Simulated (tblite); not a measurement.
Species: C5H14N2Si.
Z-matrix (Å and degrees, GFN2-xTB geometry), rows numbered from 1:
```
C 
N   1  1.2471
Si  2  1.7232  1  135.40
C   3  1.9134  2  105.10  1   112.43
C   4  1.5268  3  111.37  2   -89.69
C   4  1.5270  3  112.77  2    34.10
N   6  1.4491  4  111.27  3    63.96
C   7  1.4471  6  112.88  4  -179.76
H   1  1.0883  2  119.31  3  -178.10
H   1  1.0937  2  124.94  3     2.19
H   3  1.4625  2  102.05  1  -129.05
H   3  1.4707  2  117.75  1    -8.23
H   4  1.0936  3  107.62  2   151.91
H   5  1.0892  4  110.62  3    64.11
H   5  1.0898  4  110.70  3  -176.24
H   5  1.0878  4  111.00  3   -56.21
H   6  1.0978  4  109.55  3  -177.79
H   6  1.1062  4  109.27  3   -60.45
H   7  1.0167  6  108.53  4   -58.52
H   8  1.0888  7  108.99  6   178.70
H   8  1.0911  7  108.68  6   -63.16
H   8  1.1015  7  113.60  6    57.26
```

Method: GFN2-xTB as coded in tblite; computed harmonic values from a numerical Hessian at the method's own geometry, unscaled. Against measured fundamentals such values can be off by several per cent, at times by over 20. Modes of hydrogen on silicon can be 10 to 20 % off. One conformer, not necessarily the lowest.

Harmonic wavenumbers (cm⁻¹): 27.0, 68.6, 85.1, 101.4, 160.3, 172.8, 221.3, 236.5, 248.3, 265.5, 329.8, 408.6, 434.4, 479.2, 532.9, 581.7, 643.5, 716.9, 779.9, 801.2, 835.9, 931.7, 965.8, 997.6, 1009.5, 1032.6, 1089.8, 1104.4, 1136.5, 1142.7, 1165.0, 1185.1, 1234.2, 1285.2, 1301.3, 1351.8, 1405.5, 1417.3, 1418.9, 1453.2, 1490.0, 1499.2, 1501.7, 1507.8, 1514.5, 1762.4, 2186.1, 2268.7, 2783.8, 2844.7, 2874.0, 2907.9, 2948.2, 2962.4, 2992.7, 3000.5, 3013.5, 3017.3, 3028.6, 3348.0.

A = 1912, B = 1141, C = 888.7 MHz; mass 130.093 u (most abundant isotopes); point group C1, symmetry number 1.

Q: Zero-point energy?

A: ½Σν̃ = 40105 cm⁻¹ = 114.67 kcal/mol.

Q: What is S at 298.15 K and 1 bar for an ideal gas of classical rigid rotors and harmonic oscillators?

A: Translation 40.53, rotation 29.50, vibration 36.68: S = 106.7 cal/(mol K).

Q: And Cp and H(298.15 K) − H(0)?

A: Cp = 43.23 cal/(mol K), of which vibrations give 35.28 (their classical limit is 60 R = 119.2); H(298.15 K) − H(0) = 7.93 kcal/mol without the zero-point energy, 5.56 from vibrations.

Q: Blend soft modes into free rotors: weight 1/[1 + (100 cm⁻¹/ν̃)⁴] for the oscillator and the rest for a rotor with moment μB/(μ + B), μ = h/(8π²ν), B = 10⁻⁴⁴ kg m². What vibrational entropy results?

A: 33.24 cal/(mol K) in place of 36.68, which changes −T·S at 298.15 K by +1.03 kcal/mol.

Q: What must be added to the electronic energy to get the Gibbs energy at 298.15 K and 1 bar?

A: ZPE + [H(298.15 K) − H(0)] − T·S = 114.67 + 7.93 − 31.81 = 90.79 kcal/mol.

Hindered rotation and anharmonicity are outside this model. Other conformers, if any are populated, would add a mixing term that is left out. The structure is chiral; the term R ln 2 for an equal mix with its mirror image is left out.
